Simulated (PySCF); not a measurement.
## Excitation energy of Be by level of theory

Be [He] 2s2 (1S) → Be [He] 2s1 3d1 (3D), as a difference of total energies. All numbers are calculated (PySCF 2.14, scalar relativity by spin-free X2C-1e, in aug-cc-pCVQZ-DK). Correlated levels: valence: 1s2 frozen; valence and next inner shell: nothing frozen. The calculations carry no spin-orbit coupling.

```
                                method  excitation energy (eV)
                                   UHF                   7.618
                                   LDA                   7.862
                                   PBE                   7.711
                                  PBE0                   7.857
                                r2SCAN                   7.750
                               wB97M-V                   8.353
                                  BLYP                   7.822
                                revPBE                   7.680
                         MP2 (valence)                   8.319
                     SCS-MP2 (valence)                   8.551
    MP2 (valence and next inner shell)                   8.354
SCS-MP2 (valence and next inner shell)                   8.582
```

**Question.** How much does correlation contribute at MP2 (valence and next inner shell)?

**Answer.** 8.354 − (7.618) = 0.736 eV, measured against UHF.

The promoted electron is Rydberg-like, and one or two diffuse shells describe it only roughly, which tends to raise the upper state.

In the upper state the promoted electron has a positive orbital energy at LDA, PBE, PBE0, r2SCAN, BLYP, revPBE, so the basis confines it.
